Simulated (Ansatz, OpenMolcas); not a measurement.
From Ansatz to OpenMolcas

This Ansatz 0.2.0 job computes SiF4 (silicon tetrafluoride):

molecule.yaml:
```yaml
crystal:
  periodic: [false, false, false]
  atoms:
    - symbol: F
      position_ang: [0.143200, -0.791930, 1.338460]
    - symbol: Si
      position_ang: [0.000000, -0.000000, -0.000000]
    - symbol: F
      position_ang: [-1.047100, 1.144420, 0.181750]
    - symbol: F
      position_ang: [-0.477230, -0.967810, -1.129040]
    - symbol: F
      position_ang: [1.381130, 0.615320, -0.391170]
basis:
  gaussian: {orbitals: 6-311+G_st__st_-spherical.json}
scf: {omitted_lower_state_checks: [cluster_reference, increment]}
correlation: {method: ccsd_t, frozen_orbitals: {F: 1, Si: 5}}
accuracy: high
```

```bash
$ ansatz run molecule.yaml --threads 1 --pin off --max-ram 3480MiB --events-out events.jsonl --progress --plain --runs-dir runs
```

(Basis files named in the input come from the Basis Set Exchange and aren't shown.)

Geometry: relaxed at PBE0-D4/def2-TZVP.

It gives a total energy of -688.007953 Eh.

Problem. How is this level of theory, on these atoms, set up in OpenMolcas 26.06 as an input file of the program's own?

Solution. For example:

run.inp:
```
&gateway
baslib = $CurrDir
coord
5
angstrom
F        0.143200      -0.791930       1.338460
Si       0.000000       0.000000       0.000000
F       -1.047100       1.144420       0.181750
F       -0.477230      -0.967810      -1.129040
F        1.381130       0.615320      -0.391170
basis = 6-311pGss
group = NoSym
&seward
high
&scf
thresholds = 1e-10 1e-07 1e-07 1e-05
prorbitals = 1 1
&chcc
frozen = 9
threshold = 1e-08
maxiterations = 80
&cht3
frozen = 9
```

```bash
$ export MOLCAS_MEM=1860
$ pymolcas run.inp > run.log
```

(Basis files named in the input come from the Basis Set Exchange and aren't shown.)

Its energy is -688.007953 Eh, the same as the first but for the last digit, at most.
